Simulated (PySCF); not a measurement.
CH₅BeN (SMILES [CH3][Be][NH2]), singlet, geometry from GFN2-xTB (such geometries of metal compounds can be far from the true shape). Base run: PBE/def2-SVP, polarisability in PySCF.

PySCF was given this input:
```python
from pyscf import gto, scf, dft
from pyscf.prop import polarizability

mol = gto.Mole()
mol.atom = '''
    Be   -0.05684224   -0.03600744    0.06731438
    C     1.13242913    0.41815967   -1.10182814
    H     2.05985900   -0.14903071   -1.04972758
    H     1.43883496    1.45971091   -1.01309275
    H     0.79845647    0.31511982   -2.13272710
    N    -1.11246910   -0.41013894    1.08015462
    H    -1.59900968   -1.28836809    1.15753300
    H    -1.47806288    0.16861231    1.81864344
'''
mol.basis = 'def2-svp'
mol.verbose = 4
mol.build()

mf = dft.RKS(mol)
mf.xc = 'pbe'
mf.kernel()
alpha = mf.Polarizability().polarizability()[2, 2]
print('alpha_zz =', alpha)
```

The base run was repeated with changes; each row names its change, and settings that it needs were set with it.

```csv
change,alpha_zz (bohr³),basis functions
base,35.08,62
finite field (a.u.) = 0.005; conv_tol = 1e-11,35.10,62
finite field (a.u.) = 2e-4; conv_tol = 1e-11,35.08,62
functional = hf,29.94,62
finite field (a.u.) = 0.001; conv_tol = 1e-11,35.08,62
basis = def2-TZVP,39.22,111
finite field (a.u.) = 2e-4; conv_tol = 1e-6,30.95,62
basis = 6-31G*,33.05,52
basis = STO-3G,19.95,20
finite field (a.u.) = 0.05; conv_tol = 1e-11,36.95,62
"functional = lda,vwn",35.23,62
finite field (a.u.) = 0.02; conv_tol = 1e-11,35.34,62
```

Finite-field rows take the second difference of the energy in a field along z; a small field with loose convergence shows SCF noise divided by the square of the field, and a large one adds hyperpolarisability.
